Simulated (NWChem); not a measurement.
CH4BeO; SMILES [Be]([CH3])[OH]

```xyz
7

Be     0.0050    -0.1290    -0.0005
C      0.0030     1.5466    -0.0001
H      0.9819     1.9651     0.2917
H     -0.7408     1.9575     0.7047
H     -0.2370     1.9615    -0.9944
O      0.0381    -1.5311     0.0000
H     -0.3468    -2.3992     0.0002
```
Atoms are numbered in this order, from 1.

All runs: NWChem. Pople sets run with spherical d functions. All runs use the structure optimised with PBE0/def2-SVP. Ions are spin-unrestricted doublets at the neutral geometry; other ion states weren't tried.

```csv
level,"vertical ionisation energy, ΔSCF (eV)",−ε(HOMO) (eV),ΔSCF minus −ε(HOMO) (eV)
B3LYP/6-31+G*,11.06,8.14,2.92
PBE/6-31+G*,10.75,7.00,3.75
"LDA (Slater exchange, VWN5)/6-31+G*",10.92,7.07,3.85
M06-2X/6-31+G*,12.30,9.63,2.67
CAM-B3LYP/6-31+G*,12.26,9.85,2.41
```
